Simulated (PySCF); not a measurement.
C₃H₆N₂Si, SMILES N#CC/C=N/[SiH3].

Geometry optimised at TPSSh-D3(BJ)/def2-SVP. The structure was generated by enumeration; whether it is a known compound was not checked. Other conformers were not sampled.

Computed with HF/def2-TZVP run with PySCF.

Gas-phase values at a fixed geometry.

Q: Estimate the frontier levels, gap, dipole moment and polarisability. (Estimate from the structure and the level; the computed values follow.)

A: 
| Item | Value |
|---|---|
| highest occupied level | -11.22 eV |
| lowest empty level | 2.71 eV |
| orbital gap | 13.94 eV |
| dipole moment | 3.24 D |
| quadrupole, principal values (traceless, Buckingham form, about the centre of nuclear charge) | -20.30, 7.67, 12.63 D·Å |
| mean static polarisability | 69.2 bohr³ (10.25 Å³) |
| polarisability, principal values | 54.1, 58.9, 94.4 bohr³ |
